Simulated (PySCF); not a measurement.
Al(H)(SH)2 (AlH3S2), SMILES [SH][AlH][SH]. Heavy atoms are numbered as in [AlH:1]([SH:3])[SH:5]. Hydrogens are named by the atom that carries them.

The structure is a stationary point at B3LYP-D3(BJ)/def2-TZVP. One conformer was computed; it need not be the lowest.

These are PBE0/pcSseg-2 run with PySCF values and carry that method's errors.

GIAO shieldings, no solvent; atoms alike by connectivity are averaged. δ = σ(ref) − σ: ¹H against TMS (σ = 31.54 ppm); ³³S against H2S (σ = 711.3 ppm), references at their B3LYP-D3(BJ)/def2-TZVP geometries, non-relativistic.

| nucleus | atoms | count | δ (ppm) |
|---|---|---|---|
| ¹H | H on Al1 | 1 | 5.51 |
| ¹H | H on S3 | 2 | 1.02 |
| ³³S | S3 (SH) | 2 | 33.2 |
